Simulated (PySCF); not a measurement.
**Telling isomers of C$_{7}$H$_{5}$ClO apart by NMR**

- geometry: GFN2-xTB
- NMR shieldings at PBE0/pcSseg-1/GIAO
- run in PySCF
- averaged over atoms made equivalent by symmetry, fast rotation or ring inversion, single conformer, no solvent model, no relativistic terms

References, each an isolated molecule treated in the same way: 1H (31.72 ppm), 13C (186.93 ppm) against TMS. Where no couplings were computed, multiplicities follow the n + 1 count of equivalent neighbours, and m marks all less simple cases (inequivalent or close neighbours, rings, F or P nearby). Shifts are as computed. Against solution values, carbons near 30 ppm lie about +3 ppm off and those near 130 ppm about +5 ppm; carbons on Cl a further +6 ppm. Of 1211 compounds with measured shifts, 218 miss one by over three times the rms of a fit or turn the order of signals round; such compounds aren't used in these exercises. Carbons bonded to Cl come out too deshielded.

(1) Tabulate the signals of `O=Cc1cccc(Cl)c1`, `O=C(Cl)c1ccccc1` and their relative energies.

(2) What is the quickest way to tell O=Cc1cccc(Cl)c1 from O=C(Cl)c1ccccc1?

Results:

(1) 
```tsv
SMILES	carbon types	δC	δH	E rel. (kcal/mol)
O=Cc1cccc(Cl)c1	2×C 5×CH	195.0, 146.7, 142.2, 141.1, 140.0, 135.7, 132.0	10.12 (s, 1H), 8.39 (d, 1H), 7.85 (m, 1H), 7.83 (s, 1H), 7.81 (m, 1H)	10.7
O=C(Cl)c1ccccc1	2×C 5×CH	176.8, 141.9, 139.7, 136.1, 134.2	8.65 (d, 2H), 7.96 (m, 1H), 7.82 (m, 2H)	0.0
```

Energies are electronic energies at PBE0/pcSseg-1 on these geometries, without zero-point or thermal terms, each for the one conformer computed, which needn't be the lowest.

(2) Count the carbon signals: 7 against 5. The first has an aldehyde carbonyl carbon (CH) at 195.0 ppm, the second a carbonyl carbon (C) at 176.8 ppm. In the proton spectra the most deshielded non-exchanging signals are 10.12 (s, 1H) and 8.65 (d, 2H).
